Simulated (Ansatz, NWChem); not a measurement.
How methods differ on CH3BFNO (SMILES NC1(F)BO1)

CH3BFNO: 8 atoms, total charge 0, spin state singlet. SMILES: `NC1(F)BO1`. Geometry: relaxed at PBE0-D4/def2-TZVP. This is one conformer, not always the lowest.

Quantity: the vertical ionisation energy (to the doublet cation), in eV. The values are calculated.

```tsv
level	kind	program	value (eV)	CPU time (all runs)
HF/6-31G* (spherical functions)	Hartree–Fock	Ansatz	9.60	6.9 s
BLYP/6-31G* (spherical functions)	GGA	Ansatz	9.64	19 s
B3LYP/6-31G* (spherical functions)	global hybrid	NWChem	10.21	80 s
PBE0/6-31G* (spherical functions)	global hybrid	NWChem	10.27	80 s
r2SCAN0/6-31G* (spherical functions)	hybrid meta-GGA	Ansatz	10.41	49 s
RPA@PBE0/6-31G* (spherical functions)	RPA	Ansatz	10.16	37 s
MP2/6-31G* (spherical functions)	perturbation theory	NWChem	10.58	44 s
CCSD(T)/6-31G* (spherical functions)	coupled cluster or CI	Ansatz	10.35	2 min
```

The values span 9.60 to 10.58 eV. The coupled-cluster rows rest on a doubtful reference here (large T1 or Brueckner and Hartree–Fock orbitals at odds), and rows may lie in different states. CPU times are rough (shared hosts, several kinds of processor and program).
